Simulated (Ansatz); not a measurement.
Consider the redistribution: `CC[O][SbH][CH3]` + `COC[SiH2]O` → `CC[O][SbH][O]C` + `CC[SiH2]O`.

Gas-phase electronic energies from Ansatz, PBE0-D4/def2-TZVP geometries. CCSD(T)/CBS adds triple-zeta CCSD(T) − MP2 to the extrapolated MP2 energy (def2 sets, frozen cores). Functionals use def2-TZVPP. B3LYP here is the variant with VWN-RPA as its local correlation; programs differ in this. def2 core potentials past Kr. For Sb outer-core shells are correlated without core-valence functions, which leaves a few kJ/mol of doubt a bond. Each species was taken in one conformer, which may not be the lowest.

(1) Is it downhill or uphill in electronic energy at CCSD(T)/CBS, and by how much? (An estimate is asked.)

(2) What do these levels give: PBE-D4, r2SCAN-D4, B3LYP-D4, PBE, PBE0, CCSD/def2-TZVPP? (An estimate is asked.)

Largest T1 diagnostic among the species: 0.014.

Answers

(1) The calculation gave: Downhill: ΔE = -23.1 kcal/mol.

(2) The calculation gave: PBE-D4 -21.9, r2SCAN-D4 -22.8, B3LYP-D4 -22.5, PBE -22.3, PBE0 -21.9, CCSD/def2-TZVPP -21.9 kcal/mol.
